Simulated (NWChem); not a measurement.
System: C2H2I2; SMILES C=C(I)I

Input file for NWChem:

```
start job
memory heap 200 mb stack 900 mb global 1100 mb
geometry units angstroms noautoz
  C      0.000000     0.000000    -2.215063
  C      0.000000     0.000000    -0.883691
  I     -1.785248     0.000000     0.221834
  I      1.785248     0.000000     0.221834
  H      0.938139     0.000000    -2.776497
  H     -0.938139     0.000000    -2.776497
end
basis spherical
  * library 3-21g
end
dft
  xc pbe0
  iterations 150
  mulliken
end
task dft energy
```

NWChem printed, in part:

```
             Northwest Computational Chemistry Package (NWChem) 7.3.0
             --------------------------------------------------------

 C2V symmetry detected

                             Geometry "geometry" -> ""
                             -------------------------

 Output coordinates in angstroms (scale by  1.889725989 to convert to a.u.)

  No.       Tag          Charge          X              Y              Z
 ---- ---------------- ---------- -------------- -------------- --------------
    1 C                    6.0000     0.00000000     0.00000000    -2.20980372
    2 C                    6.0000     0.00000000     0.00000000    -0.87843172
    3 I                   53.0000    -1.78524800     0.00000000     0.22709328
    4 I                   53.0000     1.78524800     0.00000000     0.22709328
    5 H                    1.0000     0.93813900     0.00000000    -2.77123772
    6 H                    1.0000    -0.93813900     0.00000000    -2.77123772

 Effective nuclear repulsion energy (a.u.)     743.2626225155

      Symmetry information
      --------------------

 Group name             C2v
 Group number             16
 Group order               4
 No. of unique centers     4

                                 NWChem DFT Module
                                 -----------------

 Summary of "ao basis" -> "ao basis" (spherical)
 ------------------------------------------------------------------------------
       Tag                 Description            Shells   Functions and Types
 ---------------- ------------------------------  ------  ---------------------
 C                           3-21g                   5        9   3s2p
 I                           3-21g                  13       31   6s5p2d
 H                           3-21g                   2        2   2s

      Symmetry analysis of basis
      --------------------------

        a1         34
        a2          9
        b1         28
        b2         13

            General Information
            -------------------
          SCF calculation type: DFT
          Wavefunction type:  closed shell.
          No. of atoms     :     6
          No. of electrons :   120
           Alpha electrons :    60
            Beta electrons :    60
          Charge           :     0
          Spin multiplicity:     1
          Use of symmetry is: on ; symmetry adaption is: on
          Maximum number of iterations: 150
          AO basis - number of functions:    84
                     number of shells:    40
          Convergence on energy requested:  1.00D-06
          Convergence on density requested:  1.00D-05
          Convergence on gradient requested:  5.00D-04

              XC Information
              --------------
                         PBE0 Method XC Functional
                     Hartree-Fock (Exact) Exchange  0.250
          PerdewBurkeErnzerhof Exchange Functional  0.750
            Perdew 1991 LDA Correlation Functional  1.000 local
           PerdewBurkeErnz. Correlation Functional  1.000 non-local

             Grid Information
             ----------------
          Grid used for XC integration:  medium
          Radial quadrature: Mura-Knowles
          Angular quadrature: Lebedev.
          Tag              B.-S. Rad. Rad. Pts. Rad. Cut. Ang. Pts.
          ---              ---------- --------- --------- ---------
          C                   0.70       49           9.0       434
          I                   1.40      123          10.0       590
          H                   0.35       45          11.0       434
          Grid pruning is: on
          Number of quadrature shells:   266
          Spatial weights used:  Erf1

      Superposition of Atomic Density Guess
      -------------------------------------

 Sum of atomic energies:      -13850.54336510

      Non-variational initial energy
      ------------------------------

 Total energy =  -13851.930372
 1-e energy   =  -20539.348861
 2-e energy   =    5944.155867
 HOMO         =      -0.255082
 LUMO         =      -0.017139

      Symmetry analysis of molecular orbitals - initial
      -------------------------------------------------

  Numbering of irreducible representations:

     1 a1          2 a2          3 b1          4 b2

  Orbital symmetries:

     1 b1          2 a1          3 b1          4 a1          5 b1
     6 a1          7 b1          8 a2          9 a1         10 b2
    11 b1         12 a1         13 b1         14 a1         15 b1
    16 a1         17 a2         18 b2         19 b1         20 a1
    21 a1         22 b2         23 b1         24 a2         25 b1
    26 a1         27 b2         28 a2         29 a1         30 a1
    31 a1         32 b1         33 a1         34 b1         35 a1
    36 b2         37 b1         38 a2         39 a1         40 b1
    41 a1         42 b2         43 b1         44 a2         45 a1
    46 b2         47 b1         48 a2         49 a1         50 a1
    51 b1         52 a1         53 b1         54 a1         55 b2
    56 b1         57 a1         58 a2         59 b1         60 b2
    61 a1         62 b2         63 b1         64 a1         65 b1
    66 a1         67 a1         68 b1         69 b2         70 a1

     ---------------------------------------------
      Total Density - Mulliken Population Analysis
     ---------------------------------------------

    Atom       Charge   Shell Charges
 -----------   ------   -------------------------------------------------------
    1 C    6     6.58   1.99  0.44  1.58  1.00  1.57
    2 C    6     6.05   1.99  0.39  1.14  1.02  1.52
    3 I   53    52.95   2.00  2.00  6.00  2.00  6.00  2.00  5.96  0.96  2.61  0.95  2.48 10.00 10.00
    4 I   53    52.95   2.00  2.00  6.00  2.00  6.00  2.00  5.96  0.96  2.61  0.95  2.48 10.00 10.00
    5 H    1     0.74   0.41  0.33
    6 H    1     0.74   0.41  0.33

[...]
```

Level: PBE0/3-21G, non-relativistic. All runs use the structure optimised with PBE0/def2-SVP (def2 core potentials past Kr).
